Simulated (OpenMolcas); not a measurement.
# V3+: moving the ligands

V3+ with 6 ligands (chloride) in octahedral coordination (Oh) at 2.4 Å. A charge of +0.5 e stands 2.4 Å behind each ligand. Ligand basis ANO-RCC-VDZP.

```
Program             : OpenMolcas
Method              : SS-CASPT2, IPEA 0.25 Eh, imaginary shift 0.1 Eh (closed shells correlated: 3s 3p and the ligand valence shells)
Basis               : ANO-RCC-VDZP [5s4p2d1f]
Scalar Hamiltonian  : DKH2, point nucleus
Active space        : 2 electrons in 5 orbitals (3d)
State averaging     : 2S+1 = 3 even, 10 roots; 2S+1 = 1 even, 15 roots
Spin-orbit coupling : RASSI with atomic mean-field integrals over the reference wave functions
```

Runs around this geometry, states (labels of O, the rotations of Oh). Energies in cm-1 above the lowest state or level, χT in cm3 K/mol; under a threefold ground state the first gap can be a small split of the lowest multiplet, not the spin-orbit step; 10Dq and B are least-squares fits to the states below 45000 cm-1, weighted by degeneracy, with a free offset, and given where the rms deviation is under 5 % of |10Dq| (or 100 cm-1) and under 700 cm-1.

```csv
R (Å),Ground state,First state of that spin,10Dq,B (rms of fit),First gap with spin-orbit (degeneracies),χT at 300 K,First state of another spin
2.26,3T1,3T2 14870,15911,678 (217),"4 (2, 3)",0.903,1T2 9210
2.4,3T1,3T2 11060,12132,727 (256),"6 (2, 3)",0.897,1T2 9680
2.51,3T1,3T2 9020,9880,757 (394),"8 (2, 3)",0.893,1T2 9890
```

Taking |10Dq| as R^-n, n = -ln(9880 / 15911) / ln(2.51 / 2.26) = 4.5 between the shortest and longest distance. The point-charge formula for a cubic d site gives n = 5.

Roots that are degenerate in the reference are averaged as groups; the widest CASPT2 spread within a group is 1100 cm-1 (the 3-fold group of multiplicity 1 near 27300 cm-1 above the lowest state of its run, R = 2.26). Shifts and gaps below about the spread of the groups concerned are not significant. Over all roots computed the reference weight is 0.66 to 0.67 in R = 2.26, 0.66 to 0.68 in R = 2.4, 0.66 to 0.68 in R = 2.51; a low but even weight reflects the number of correlated electrons. An orbital triplet at a regular site is open to Jahn-Teller coupling, which can distort the site and quench the lowest spin-orbit gaps and is left out. Ligand-to-metal charge-transfer states are missing. With no ligand orbital active B as a rule stays too high, so bands that hang on it stand too high and its fall with covalency is understated. With one d shell and no ligand orbital active, 10Dq can be off by a tenth or more. The least metal-like active orbital is 83 % on the metal (Löwdin) and no ligand orbital is active, so the numbers are rough (holds for R = 2.26). No measured value stands beside these numbers; the geometry was imposed, not optimised, and the real ion may take another.
